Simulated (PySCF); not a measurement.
CH5FO3Si. Atoms are numbered in the order given.

```xyz
11

C      2.2435    -0.4713    -0.0431
O      0.9364    -0.7414    -0.5160
Si    -0.3973     0.0493     0.0003
O     -0.6224    -0.2283     1.5974
O     -1.7153    -0.4290    -0.8443
F     -0.1583     1.6375    -0.2320
H      2.3391    -0.7187     1.0285
H      2.9528    -1.0924    -0.6097
H      2.5138     0.5899    -0.1862
H     -1.3941     0.1666     2.0179
H     -1.6749    -0.3564    -1.8046
```
Charge 0, spin multiplicity 1.

Coordinates come from a r2SCAN-D4/def2-SVP optimisation. The structure was generated by enumeration, and PubChem lists no compound with its InChIKey, so it may never have been made. One conformer was computed; it need not be the lowest.

The numbers are results of PySCF with B3LYP/pcSseg-1, not measurements.

GIAO shieldings, no solvent; atoms listed in one row are averaged. δ = σ(ref) − σ: ¹³C against TMS (σ = 181.3 ppm); ¹⁷O against H2O (σ = 333.8 ppm); ²⁹Si against TMS (σ = 338.7 ppm); ¹⁹F against CFCl3 (σ = 161.7 ppm); ¹H against TMS (σ = 31.68 ppm), references at their B3LYP-D3(BJ)/def2-TZVP geometries, non-relativistic.

Computed chemical shifts:
```csv
nucleus,atoms,count,δ (ppm)
¹³C,C1,1,56.5
¹⁷O,O5,1,44.8
¹⁷O,O4,1,37.4
¹⁷O,O2,1,26.7
²⁹Si,Si3,1,-81.4
¹⁹F,F6,1,-166.4
¹H,"H7, H8, H9",3,4.07
¹H,"H10, H11",2,2.19
```
